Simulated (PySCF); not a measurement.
**Er⁴⁵⁺: ionisation energy**

Er⁴⁵⁺ [Ar] 3d5 [3d3/2^4 3d5/2^1, M_J = 5/2] → Er⁴⁶⁺ [Ar] 3d4 [3d3/2^4, M_J = 0], as a difference of total energies. All numbers are calculated (PySCF 2.14, the two-component X2C-1e Hamiltonian, in an uncontracted even-tempered set (16 s from 11 bohr⁻², ratio 2.8; 12 p from 14 bohr⁻², ratio 2.8; 8 d from 14 bohr⁻², ratio 2.8; 3 f from 47 bohr⁻², ratio 3)). Correlated levels: [Ne] frozen; the 74 highest virtual spinors dropped. "Screened" scales the spin-orbit matrix elements by Boettger's factors to mimic the two-electron term; Breit and QED terms are absent.

```csv
method,ionisation energy (eV)
GHF (spin-free),3782.4
GMP2 (spin-free),3782.4
GHF (screened spin-orbit),3743.5
GMP2 (screened spin-orbit),3743.3
```

Breit and QED terms and the two-electron picture change are absent.

The spin-free rows relax to the high-spin LS determinant and lack the spin-orbit shift.

The labels give the starting determinants; with spin-orbit coupling the two ends relaxed to ⟨J²⟩ = 8.75, ⟨L²⟩ = 5.44, ⟨S²⟩ = 3.15 and ⟨J²⟩ = 0.00, ⟨L²⟩ = 2.44, ⟨S²⟩ = 2.44.

For comparison: 3742 ± 4 eV (theoretical estimate listed by NIST; NIST Atomic Spectra Database, ionization energies).
